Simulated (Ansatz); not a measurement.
`C[O][SnH]([NH2])[F]`, relaxed with RKS PBE-D4/def2-SVP in the Gaussian-basis code of Ansatz from a rough embedded geometry. The force threshold is 0.03 eV/Å; the program also tests the step.

Charge 0, multiplicity 1. Sn: def2 effective core potential.

Start:

```xyz
11

C    -0.196    1.685    0.105
O    -1.244    0.704    0.039
Sn   -0.395   -0.918   -0.672
N     0.973   -1.748    0.775
F    -1.721   -2.254   -1.075
H    -0.735    2.617    0.520
H     0.181    1.899   -0.874
H     0.565    1.372    0.857
H     0.510   -0.590   -2.146
H     1.680   -1.017    0.850
H     0.383   -1.751    1.621
```

| step | energy (eV) | largest force (eV/Å) | largest move (Å) |
| --- | --- | --- | --- |
| 1 | -13206.3968 | 2.399 | 0.000 |
| 2 | -13206.7021 | 1.174 | 0.195 |
| 3 | -13206.7616 | 0.570 | 0.120 |
| 4 | -13206.7857 | 0.286 | 0.083 |
| 5 | -13206.7897 | 0.212 | 0.113 |
| 6 | -13206.7963 | 0.064 | 0.038 |
| 7 | -13206.7968 | 0.032 | 0.021 |
| 8 | -13206.7970 | 0.034 | 0.027 |
| 9 | -13206.7973 | 0.055 | 0.053 |
| 10 | -13206.7974 | 0.020 | 0.010 |

End:

```xyz
11

C    -0.331    1.871    0.124
O    -1.110    0.704   -0.034
Sn   -0.221   -0.983   -0.682
N     0.899   -1.952    0.734
F    -1.797   -2.104   -0.926
H    -1.009    2.699    0.430
H     0.181    2.202   -0.814
H     0.451    1.782    0.918
H     0.591   -0.802   -2.197
H     1.859   -1.583    0.777
H     0.487   -1.834    1.670
```

Hardware: 4 threads of an Intel Xeon 6975P-C on a shared host. Wall time 8 s, peak host memory 0.2 GiB.
